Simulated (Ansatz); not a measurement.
Coupled-cluster run, CH₃ClFY, SMILES `[CH3][Y]([F])[Cl]`.

```yaml
crystal:
  periodic: [false, false, false]
  atoms:
    - {symbol: C, position_ang: [-0.178974, 1.084664, -0.048565]}
    - {symbol: Y, position_ang: [0.474725, -1.152649, -0.071417]}
    - {symbol: F, position_ang: [1.774309, -1.638166, 1.344083]}
    - {symbol: Cl, position_ang: [-1.116655, -2.740723, -1.091371]}
    - {symbol: H, position_ang: [-1.139089, 1.203758, 0.473683]}
    - {symbol: H, position_ang: [0.529117, 1.756461, 0.451771]}
    - {symbol: H, position_ang: [-0.343434, 1.486654, -1.058176]}
basis:
  gaussian: {orbitals: def2-SVP}
correlation: {method: ccsd_t}
```

```sh
$ ansatz run in.yaml --threads 4 --pin off --events-out ev --progress --plain
```

Output of Ansatz, abridged:

```
Functional definition: HF
903 factors; integrals over basis functions are off by at most 1.1e-3 eV
mean field evaluation 1: about -17312.1137 eV, gradient 4.2e1 eV
mean field evaluation 2: about -17312.1683 eV, gradient 4.3e1 eV
mean field evaluation 4: about -17316.2028 eV, gradient 3.0e0 eV
mean field evaluation 8: about -17316.2627 eV, gradient 3.1e-1 eV
mean field -17316.26422785 eV, -636.3609729880 hartree, gradient 3.7e-6 eV, S^2 0.000000; 0 other end points of the search recorded, 0 dependent functions left out
7 core orbitals not correlated: weight in the atoms' cores, before any rotation towards them, 1.000 or more for the frozen orbitals, at most 0.000 for the correlated occupied ones
reference -17316.26422785 eV, -636.3609729880 hartree; 16, 16 occupied and 69, 69 virtual orbitals, 903 factors
second order -17.42314613 eV of doubles, -0.00000000 eV of singles
cycle   1  -17.82952274 eV  change   -4.1e-1 eV  update   1.1e-1
cycle   2  -18.19733054 eV  change   -3.7e-1 eV  update   3.8e-2
cycle   3  -18.31847331 eV  change   -1.2e-1 eV  update   2.2e-2
cycle   4  -18.32210095 eV  change   -3.6e-3 eV  update   6.1e-3
cycle   5  -18.31569992 eV  change    6.4e-3 eV  update   2.7e-3
cycle   6  -18.31522730 eV  change    4.7e-4 eV  update   1.3e-3
cycle   7  -18.31543036 eV  change   -2.0e-4 eV  update   6.3e-4
cycle   8  -18.31552197 eV  change   -9.2e-5 eV  update   2.8e-4
cycle   9  -18.31561687 eV  change   -9.5e-5 eV  update   1.1e-4
cycle  10  -18.31562640 eV  change   -9.5e-6 eV  update   3.8e-5
perturbative correction -0.43026963 eV, -0.0158121174 hartree
Total energy: -17335.01012388 eV, -637.0498719607 hartree
```

Run time 4.4 s (4 threads of a server CPU on a shared host); peak host memory 0.39 GiB.

MP2 recovers 92.9 % of the CCSD(T) correlation energy and the triples give 2.3 %; T1 = 0.0144.
